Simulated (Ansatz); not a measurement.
Total energies of Pd3Au (the lowest doublet isomer of a short search) from Ansatz at PBE0-D4/def2-TZVP, gas phase (1 Eh = 27.2114 eV = 2625.5 kJ/mol). The reference geometry is relaxed at B3LYP-D4/def2-SVP.

```tsv
atom	x (Å)	y (Å)	z (Å)
Pd1	0.9084	1.2859	0.4096
Pd2	-0.7384	-0.5539	1.3396
Pd3	0.9853	-1.1661	-0.5620
Au4	-1.1553	0.4341	-1.1872
```

```tsv
state	geometry	energy (Eh)
charge 0 doublet	reference	-519.48575
charge 1 triplet	reference	-519.22660
charge 0 quartet	relaxed at B3LYP-D4/def2-SVP	-519.44860
free Pd atom (singlet)	–	-127.85727
free Au atom (doublet)	–	-135.70229
```

In the def2 sets Au, Pd take a core potential; there is no spin–orbit coupling.

(1) Work out the vertical ionisation energy to the triplet.

(2) Which of the charge 0 states is lowest, and how far above it are the others?

(3) What is the binding energy per atom against free atoms?

(1) E(charge 1 triplet) − E(charge 0 doublet) = -519.22660 − (-519.48575) = 0.25915 Eh = 7.05 eV. For comparison, −ε of the highest occupied level of the spin that leaves is 5.38 eV at this level, 1.67 eV less.

(2) The doublet. quartet: -519.44860 − (-519.48575) = 0.03715 Eh = 97.5 kJ/mol.

(3) Atoms: 3 × (-127.85727) + 1 × (-135.70229) = -519.27410 Eh. Binding: -519.27410 − (-519.48575) = 0.21165 Eh = 5.76 eV, or 1.44 eV for each of 4 atoms (no zero-point energy, no counterpoise term).

The structure comes from a short search, and lower isomers may exist.
